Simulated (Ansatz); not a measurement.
AlGaH$_{3}$N. The species carries charge 0 and has multiplicity 1. The bonds changed during the relaxation, so this is another structure than the one it started from.

Cartesian coordinates in Å:
```
N -0.774 0.404 0.157
Al 0.707 -0.421 -0.386
Ga -1.160 0.967 1.922
H -1.486 0.595 -0.541
H 0.925 -0.849 -1.897
H 1.788 -0.696 0.744
```

Q: What are the harmonic wavenumbers in cm⁻¹ at PBE0-D4/def2-TZVP (Ansatz, finite differences of forces, unscaled)? (Best estimate.)

A: Computed: 99, 163, 435, 520, 575, 604, 773, 830, 922, 1915, 1924, 3548.

Q: Is this a minimum?

A: Yes, all 12 modes are real.

Q: Give the ideal-gas thermochemistry at 298.15 K and 1 bar (rigid rotor, harmonic oscillator; point group Cs, symmetry number 1).

A: Zero-point energy 73.6 kJ/mol; H(298) − E = 89.8 kJ/mol; entropy 310.5 J/(mol·K), of which translation 167.9, rotation 105.3, vibration 37.4; G(298) − E = -2.8 kJ/mol. Modes under 100 cm⁻¹ are hindered rotations or soft bends, so the harmonic entropy is rough.

Q: And at 400, 500, 600, 800 and 1000 K?

A: 
```
T (K)  H − E (kJ/mol)  S (J/mol/K)  G − E (kJ/mol)
  400            98.2        334.6           -35.7
  500           107.3        355.0           -70.2
  600           117.1        372.8          -106.6
  800           138.0        402.9          -184.3
 1000           160.3        427.7          -267.4
```

Q: Rotational constants (cm⁻¹)?

A: 1.162, 0.07172, 0.06755.
